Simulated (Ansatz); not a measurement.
Two isomers of Cl2FH3OSi2: A = `F[Si](Cl)(Cl)O[SiH3]`, B = `O[SiH](F)[SiH](Cl)Cl`.

Gas-phase electronic energies from Ansatz, PBE0-D4/def2-TZVP geometries. CCSD(T)/CBS adds triple-zeta CCSD(T) − MP2 to the extrapolated MP2 energy (def2 sets, frozen cores). DFT in def2-TZVPP. B3LYP here is the variant with VWN-RPA as its local correlation; programs differ in this. One conformer a species, not always the lowest.

Question: Which is lower in electronic energy at CCSD(T)/CBS, and by how much? (An estimate is asked.)

Answer: Computed: A, by 31.6 kcal/mol.

Question: Give E(B) − E(A) in kcal/mol with B3LYP-D4, B2PLYP, BLYP-D4, PBE0-D4, B3LYP, MP2/def2-TZVPP, CCSD/def2-TZVPP. (Estimate.)

Answer: The calculation gave: B3LYP-D4 30.6, B2PLYP 32.0, BLYP-D4 28.4, PBE0-D4 27.3, B3LYP 30.3, MP2/def2-TZVPP 33.6, CCSD/def2-TZVPP 33.4. None reverses the order clearly.

Largest T1 diagnostic: 0.011.

From PBE to PBE0 (25 % exact exchange), in def2-TZVPP and without D4, E(B) − E(A) moves by +3.2 kcal/mol. In def2-TZVPP, CCSD(T) changes the Hartree–Fock value by −5.6 kcal/mol (the triples alone add −0.9 kcal/mol) and MP2 by −4.5 kcal/mol.
